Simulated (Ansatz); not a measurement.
Reaction (formal exchange of groups at a Te–C bond): `[TeH]C1=NC1` + `O[SiH3]` → `O[SiH2][TeH]` + `C1=NC1`

Isolated molecules relaxed with PBE0-D4/def2-TZVP in Ansatz; ΔE leaves out vibrations. CCSD(T)/CBS adds triple-zeta CCSD(T) − MP2 to the extrapolated MP2 energy (def2 sets, frozen cores). Functionals use def2-TZVPP. Elements past krypton have def2 core potentials. For Te outer-core shells are correlated without core-valence functions, which leaves a few kJ/mol of doubt a bond. One conformer a species, not always the lowest.

`[TeH]C1=NC1`:

Z-matrix (Å, degrees):
```
C
C 1 1.447
N 1 1.520 2 49.8
H 1 1.087 2 120.2 3 -101.0
H 1 1.087 2 120.2 3 101.0
Te 2 2.060 1 152.1 3 -180.0
H 6 1.656 2 91.6 1 -0.0
```

`O[SiH3]`:

Cartesian coordinates in Å:
```
O -0.999 0.630 0.498
Si 0.224 -0.139 -0.294
H -0.992 0.613 1.455
H 1.552 0.438 0.052
H -0.045 0.050 -1.738
H 0.259 -1.592 0.027
```

`O[SiH2][TeH]`:

Cartesian coordinates in Å:
```
O -1.502 0.751 0.046
Si -0.408 -0.474 -0.014
Te 1.724 0.150 -1.158
H -1.178 1.620 0.287
H -0.031 -0.952 1.340
H -1.056 -1.544 -0.802
H 2.451 0.449 0.300
```

`C1=NC1`:

```xyz
6

C     0.714   -0.041    0.407
N     0.417   -1.063   -0.239
C    -0.548    0.120   -0.272
H     1.508    0.321    1.047
H    -1.484   -0.006    0.264
H    -0.607    0.669   -1.207
```

| level | ΔE (eV) |
| --- | --- |
| LDA (SPW92) | -0.80 |
| revPBE | -0.74 |
| BLYP | -0.67 |
| r2SCAN | -0.77 |
| BHLYP | -0.79 |
| HF/def2-SVP | -0.90 |
| MP2/def2-SVP | -0.76 |
| SCS-MP2/def2-QZVPP | -0.72 |

(1) What does CCSD(T)/CBS give? (Estimate.)

Largest T1 diagnostic among the species: 0.012.

Answers

(1) Computed: -0.79 eV. The listed levels differ from it by -0.01, 0.05, 0.12, 0.02, 0.00, -0.11, 0.03, 0.07 eV.

Leaving LDA and LC-ωPBE aside and taking each functional with its dispersion term where it has one, the values, not all of them listed here, spread over 0.17 eV, from r2SCAN0-D4 to BLYP-D4. LDA lies −0.04 eV from PBE without D4. From BLYP to BHLYP (50 % exact exchange), in def2-TZVPP and without D4, ΔE moves by −0.12 eV. In def2-TZVPP, CCSD(T) changes the Hartree–Fock value by +0.10 eV (the triples alone add +0.03 eV) and MP2 by +0.11 eV.
